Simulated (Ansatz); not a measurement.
System: Li2O, singlet: map of symmetric stretch and bend. Scanned: O-Li bond length and Li-O-Li angle.

Level of theory: Ansatz (a first-principles code) with restricted PBE/cc-pVDZ.

Energy in kcal/mol above the lowest grid point; x is the O-Li bond length (Å), y the Li-O-Li angle (°).

```csv
y \ x,1.38,1.46,1.54,1.62,1.70,1.78,1.86,1.94,2.03,2.11,2.19
180,38.8,16.4,4.5,0.0,0.6,4.6,11.1,19.1,29.3,38.9,48.6
171.36,38.9,16.5,4.6,0.1,0.6,4.7,11.1,19.1,29.3,38.8,48.6
162.73,39.3,16.8,4.9,0.3,0.9,4.9,11.3,19.2,29.3,38.8,48.4
154.09,39.9,17.4,5.4,0.8,1.3,5.2,11.6,19.4,29.3,38.7,48.2
145.45,40.8,18.2,6.2,1.5,1.9,5.7,11.9,19.6,29.4,38.6,47.9
136.82,42.3,19.4,7.2,2.4,2.6,6.4,12.4,20.0,29.5,38.5,47.7
128.18,44.4,21.2,8.7,3.6,3.7,7.2,13.1,20.4,29.7,38.5,47.5
119.55,47.4,23.8,10.8,5.4,5.1,8.4,13.9,21.0,30.1,38.7,47.5
110.91,51.9,27.4,13.8,7.8,7.1,9.9,15.2,22.0,30.7,39.1,47.7
102.27,58.4,32.7,18.2,11.4,10.0,12.3,17.0,23.4,31.8,39.9,48.2
93.64,67.4,40.2,24.3,16.4,14.1,15.6,19.8,25.6,33.5,41.2,49.2
85,80.0,50.8,33.2,23.8,20.3,20.8,24.0,29.1,36.3,43.5,51.1
```

Points that lie below all their neighbours on the grid: x = 1.62, y = 180 on the edge of the grid (0.0 kcal/mol).
